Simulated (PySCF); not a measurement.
Job file and geometry (Å, from GFN2-xTB) of an NMR shielding run on SMILES C/C=C\B1C=CBC=C1, C₇H₁₀B₂, GIAO PBE0/pcSseg-1 NMR shielding, non-relativistic, gas phase in PySCF; density fitting, a coarse starting grid and PySCF grid level 2 are the driver's defaults:

```
$ OMP_NUM_THREADS=1 python probes_run.py task.json out

{"job": {"kind": "nmr", "xc": "PBE0", "basis": "pcSseg-1"}, "charge": 0, "multiplicity": 1}
C     -2.505245     0.807242     0.567242
C     -2.421799    -0.356643    -0.358084
C     -1.294936    -0.906675    -0.819130
B      0.170119    -0.450693    -0.612116
C      0.602721     1.042384    -0.511198
C      1.719261     1.366350     0.168724
B      2.698046     0.273595     0.676426
C      2.377294    -1.203991     0.321260
C      1.265318    -1.529746    -0.365079
H     -1.517072     1.172448     0.831694
H     -3.028475     0.519143     1.479520
H     -3.080498     1.610109     0.104287
H     -3.384979    -0.781588    -0.625242
H     -1.418532    -1.806803    -1.416893
H     -0.015745     1.834695    -0.924309
H      1.959756     2.418763     0.300356
H      3.694577     0.564325     1.223397
H      3.076976    -1.994195     0.583135
H      1.093408    -2.569469    -0.631453
```

Problem. What does the program print?

Solution. 
```
coarse grid: 15976 points
cycle   1  E = -321.8433967448  dE =  1.090e+00  |g| = 4.646e-01  |ddm| = 3.917e+00
cycle   2  E = -321.8408384742  dE =  2.558e-03  |g| = 4.913e-01  |ddm| = 9.326e-01
cycle   3  E = -321.9053497268  dE = -6.451e-02  |g| = 7.775e-02  |ddm| = 5.327e-01
cycle   4  E = -321.9064349801  dE = -1.085e-03  |g| = 4.632e-02  |ddm| = 9.723e-02
cycle   5  E = -321.9069827231  dE = -5.477e-04  |g| = 1.046e-02  |ddm| = 4.330e-02
cycle   6  E = -321.9070054991  dE = -2.278e-05  |g| = 4.572e-03  |ddm| = 1.143e-02
cycle   7  E = -321.9070115319  dE = -6.033e-06  |g| = 8.298e-04  |ddm| = 4.745e-03
final grid: 154592 points
cycle   8  E = -321.9569380008  dE = -4.522e-05  |g| = 8.879e-03  |ddm| = 3.707e-02
cycle   9  E = -321.9569347757  dE =  3.225e-06  |g| = 9.630e-03  |ddm| = 1.713e-02
cycle  10  E = -321.9569591348  dE = -2.436e-05  |g| = 1.306e-03  |ddm| = 9.275e-03
cycle  11  E = -321.9569595837  dE = -4.489e-07  |g| = 4.020e-04  |ddm| = 1.380e-03
cycle  12  E = -321.9569596245  dE = -4.083e-08  |g| = 1.130e-04  |ddm| = 3.881e-04
cycle  13  E = -321.9569596273  dE = -2.796e-09  |g| = 5.196e-05  |ddm| = 1.361e-04
cycle  14  E = -321.9569596280  dE = -7.099e-10  |g| = 1.013e-05  |ddm| = 4.991e-05
converged SCF energy = -321.9569596280

GIAO shielding tensors (ppm)
atom      isotropic    diamagn.    paramagn.     s11        s22        s33       span
  0 C      158.734     251.748     -93.014    143.748    152.129    180.324     36.576
  1 C       22.157     255.526    -233.369    -99.736      8.184    158.022    257.758
  2 C       42.628     259.582    -216.955    -67.138     43.971    151.050    218.189
  3 B       43.959     190.658    -146.699      1.750      9.189    120.938    119.189
  4 C       11.385     258.506    -247.122   -124.301     -8.868    167.323    291.624
  5 C       25.863     254.817    -228.954    -95.317      1.030    171.876    267.192
  6 B       41.915     190.698    -148.783     -6.406      7.334    124.818    131.224
  7 C       26.359     255.289    -228.930    -95.359      1.965    172.471    267.829
  8 C       11.444     258.746    -247.303   -124.279     -9.465    168.076    292.355
  9 H       29.375      33.550      -4.175     24.954     29.092     34.079      9.125
 10 H       29.657      29.444       0.212     26.540     27.541     34.889      8.350
 11 H       29.703      29.153       0.551     26.794     27.236     35.081      8.287
 12 H       24.585      29.606      -5.021     22.403     23.669     27.683      5.280
 13 H       25.122      31.330      -6.208     22.495     24.887     27.983      5.488
 14 H       23.727      33.270      -9.543     17.071     24.931     29.179     12.108
 15 H       24.130      30.468      -6.338     19.824     24.678     27.887      8.063
 16 H       25.415      29.354      -3.939     21.675     27.035     27.534      5.859
 17 H       24.167      29.382      -5.215     20.225     24.767     27.510      7.285
 18 H       23.913      31.514      -7.601     18.120     25.315     28.306     10.186
```

Size and cost of the density-fitted run: 203 basis functions, 100 s wall time on 1 thread of an Intel Xeon, shared host; peak memory 0.91 GiB.
